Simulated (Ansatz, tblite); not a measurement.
Forces on V₅O₂₂H₁₉ at its r2SCAN-D4/def2-SVP geometry. The state is a singlet with charge 0.

The xTB rows come from tblite. Single mean-field runs in def2-SVP are fitted with def2-universal-jkfit. In the singlet geometry the species has come apart into loosely held pieces.

GFN2-xTB (tblite), largest force 2.51 eV/Å:

```xyz
46
positions Å, forces eV/Å
V     1.191   -0.239   -1.716    0.508   -0.273    0.702
V     1.535   -0.401    2.821   -0.995    0.616   -0.037
V     4.459    1.758    1.145   -0.144   -0.581   -0.455
V    -2.500   -0.885   -3.627    0.851    0.012    0.405
V    -2.777    0.282    0.750   -0.313    1.173   -0.799
O    -2.537   -1.548   -5.248    0.161    0.035    1.578
O    -3.716    1.518    1.556    1.037   -0.711   -0.490
O    -4.186   -0.707   -2.982    0.905   -0.009   -0.690
O    -1.755    0.634   -3.653   -0.519   -1.702    0.726
O    -3.903   -1.062    1.065    1.296    0.878   -0.271
O     1.050   -1.217   -3.178   -0.239    0.381    1.254
O    -1.209    1.061    0.718   -1.346   -1.066    0.394
O    -1.739   -1.840   -2.598   -1.244    1.406   -1.442
O    -0.148    0.993   -1.775    0.715   -0.599    0.758
O    -1.607   -1.547    0.178    0.473   -0.164   -0.272
O    -3.129    0.541   -0.921   -0.224   -0.637    1.172
O    -2.039   -0.314    2.718   -0.042   -0.103    0.169
O     3.884    2.294   -0.375    0.398   -1.038    1.435
O     2.620    0.106    4.096   -0.877    0.205   -1.226
O     0.956   -1.178   -0.354    0.403    1.375   -2.040
O     2.635    0.460   -1.663   -1.887   -1.028    0.024
O     2.492   -1.438    1.527   -0.204    0.173    0.373
O     0.962    0.909    2.013    0.708   -1.985    1.363
O     0.295   -1.288    3.331    1.620    1.387   -0.634
O     4.481    0.161    1.116    0.003    2.363    0.181
O     6.051    2.399    1.499   -1.100   -1.046   -0.203
O     3.318    2.262    2.416    0.298   -0.538   -1.173
H    -2.296   -2.464   -5.450   -0.072    0.295   -0.214
H    -3.219    2.257    1.942   -0.406   -0.122   -0.035
H    -4.784   -0.137   -3.493    0.135   -0.174    0.192
H    -1.078    0.882   -2.883   -0.326    0.066   -0.634
H    -3.498   -1.945    1.099   -0.519    0.187    0.084
H     0.316   -1.856   -3.100    0.308    0.240   -0.205
H    -0.362    0.986    1.293   -0.269    0.169   -0.413
H    -1.798   -1.762   -0.761   -0.110   -0.014   -0.047
H    -0.620    1.179   -0.922    0.114   -0.045   -0.554
H    -0.618   -1.426    0.147    0.000    0.028    0.102
H    -3.766    0.044   -1.505    0.411    0.428    0.252
H    -2.715   -0.830    3.178    0.023   -0.012    0.146
H     3.438    1.620   -0.989    0.112    0.406    0.002
H     3.072    0.947    3.849   -0.124   -0.531    0.290
H     1.874   -1.416    0.643    0.097    0.007    0.099
H    -1.157   -0.746    2.927    0.034    0.077   -0.051
H     3.354   -0.977    1.291   -0.095    0.042   -0.037
H     6.807    1.816    1.668   -0.002    0.355   -0.006
H     2.365    2.114    2.209    0.447    0.077    0.225
```

PBE-D4/def2-SVP (Ansatz), largest force 0.52 eV/Å:

```
V -0.146 0.016 -0.027
V 0.181 -0.015 -0.025
V 0.053 0.145 0.060
V -0.108 0.019 -0.129
V 0.101 -0.106 -0.001
O -0.099 0.249 -0.248
O -0.403 -0.001 0.027
O -0.078 -0.207 0.331
O 0.006 0.282 -0.205
O -0.399 0.084 0.058
O 0.305 0.062 -0.306
O 0.069 0.203 -0.181
O 0.225 -0.339 0.318
O 0.015 0.175 -0.299
O -0.241 -0.112 0.338
O 0.069 0.239 -0.073
O -0.008 0.331 -0.076
O 0.034 0.332 -0.123
O 0.013 -0.258 0.381
O -0.068 -0.228 0.254
O 0.445 0.223 -0.009
O -0.034 -0.324 0.116
O -0.138 0.376 -0.187
O -0.394 -0.285 0.176
O 0.021 -0.511 -0.031
O 0.031 0.353 0.001
O 0.143 0.169 0.322
H 0.097 -0.369 -0.079
H 0.186 0.285 0.151
H -0.243 0.232 -0.194
H 0.176 0.078 0.176
H 0.188 -0.343 0.002
H -0.345 -0.278 0.005
H 0.233 0.011 0.151
H -0.061 -0.072 -0.369
H -0.175 0.071 0.324
H 0.362 0.032 -0.029
H -0.205 -0.157 -0.238
H -0.262 -0.200 0.146
H -0.169 -0.227 -0.229
H 0.209 0.379 -0.118
H -0.109 -0.014 -0.169
H 0.301 -0.177 0.081
H 0.315 0.181 -0.075
H 0.289 -0.215 0.066
H -0.384 -0.087 -0.062
```

PBE0-D4/def2-SVP (Ansatz), largest force 1.08 eV/Å:

```
V 0.684 0.046 0.286
V -0.818 0.199 0.204
V 0.043 -0.609 -0.174
V 0.516 -0.213 0.343
V -0.140 0.276 -0.249
O 0.046 0.009 0.379
O 0.362 -0.284 -0.216
O 0.197 0.092 -0.143
O -0.150 -0.526 0.175
O 0.374 0.205 -0.053
O -0.103 0.098 0.376
O -0.309 -0.250 0.120
O -0.528 0.620 -0.709
O 0.091 -0.146 0.149
O 0.138 0.051 -0.207
O -0.039 -0.169 0.561
O 0.019 -0.206 0.082
O 0.086 -0.323 0.373
O -0.185 0.021 -0.379
O 0.111 0.395 -0.575
O -0.976 -0.451 -0.043
O -0.008 0.203 -0.181
O 0.310 -0.691 0.424
O 0.763 0.555 -0.329
O -0.003 1.084 0.029
O -0.258 -0.282 -0.056
O 0.044 -0.164 -0.298
H -0.036 0.142 0.025
H -0.061 -0.113 -0.062
H 0.078 -0.097 0.080
H -0.090 -0.027 -0.136
H -0.053 0.167 -0.026
H 0.104 0.076 -0.055
H -0.188 0.032 -0.102
H 0.023 0.028 0.185
H 0.099 -0.027 -0.165
H -0.180 -0.041 0.003
H 0.103 0.084 0.097
H 0.107 0.111 -0.086
H 0.091 0.145 0.112
H -0.049 -0.112 0.070
H 0.106 -0.026 0.135
H -0.180 0.098 -0.033
H -0.165 -0.123 0.057
H -0.126 0.113 -0.030
H 0.147 0.032 0.043
```
